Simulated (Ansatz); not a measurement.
```yaml
crystal:
  periodic: [false, false, false]
  atoms:
    - {symbol: C, position_ang: [-0.250978, -2.080645, -0.689257]}
    - {symbol: C, position_ang: [0.875715, -1.195058, -0.256362]}
    - {symbol: C, position_ang: [2.213810, -1.869957, -0.287771]}
    - {symbol: C, position_ang: [0.776486, 0.077548, 0.130998]}
    - {symbol: C, position_ang: [-0.437147, 0.980545, 0.249626]}
    - {symbol: C, position_ang: [0.047471, 2.347827, 0.785640]}
    - {symbol: C, position_ang: [0.047471, 2.347827, 0.735640]}
    - {symbol: C, position_ang: [-1.123617, 1.180197, -1.104640]}
    - {symbol: H, position_ang: [-1.225653, -1.602201, -0.655894]}
    - {symbol: H, position_ang: [-0.082066, -2.433193, -1.712762]}
    - {symbol: H, position_ang: [-0.291396, -2.975367, -0.058418]}
    - {symbol: H, position_ang: [2.223055, -2.750065, 0.364870]}
    - {symbol: H, position_ang: [3.013886, -1.200088, 0.029709]}
    - {symbol: H, position_ang: [2.446501, -2.229255, -1.296446]}
    - {symbol: H, position_ang: [1.713760, 0.557001, 0.410098]}
    - {symbol: H, position_ang: [-2.271154, 1.141627, 1.395731]}
    - {symbol: H, position_ang: [-0.957420, 0.321140, 2.252168]}
    - {symbol: H, position_ang: [-1.849482, -0.523730, 0.988962]}
    - {symbol: H, position_ang: [-0.790608, 3.041888, 0.839924]}
    - {symbol: H, position_ang: [0.761285, 2.782983, 0.030757]}
    - {symbol: H, position_ang: [0.541125, 2.265169, 1.707872]}
    - {symbol: H, position_ang: [-0.418728, 1.580760, -1.837188]}
    - {symbol: H, position_ang: [-1.526357, 0.250409, -1.507426]}
    - {symbol: H, position_ang: [-1.951726, 1.889098, -1.008050]}
basis:
  gaussian: {orbitals: "6-31G*"}
hamiltonian: {xc: {name: B97M-V}}
scf: {lower_state_search: light}
```

```sh
$ ansatz run in.yaml --threads 5 --pin off --events-out ev --progress --plain --max-ram 66560MiB --backend cpu
```

Shortened log:

```
Functional definition: B97M-V
2030 factors; their error is unknown
mean field evaluation 1: about -364.4110 eV, gradient 1.2e2 eV
mean field evaluation 2: about -279.7010 eV, gradient 1.5e2 eV
mean field evaluation 4: about -383.2667 eV, gradient 6.1e1 eV
mean field evaluation 8: about -400.2911 eV, gradient 5.9e0 eV
mean field evaluation 16: about -400.1490 eV, gradient 3.3e-1 eV
mean field evaluation 32: about -399.4199 eV, gradient 2.7e-4 eV
a density is far from that of the atoms, so the factors are made again for it
1835 factors; integrals over basis functions are off by at most 6.4e-4 eV
mean field -399.41951503 eV, -14.6783964410 hartree, gradient 1.8e-5 eV, S^2 0.000000; 0 other end points of the search recorded, 1 dependent functions left out
reference -399.41956605 eV, -14.6783983162 hartree; 32, 32 occupied and 119, 119 virtual orbitals, 1835 factors
Total energy: -399.41956605 eV, -14.6783983162 hartree
```

Q: Something in this input is off. What?

A: One atom was put on top of another. The calculation finished and met its thresholds. The result belongs to that input, not to the molecule as meant.
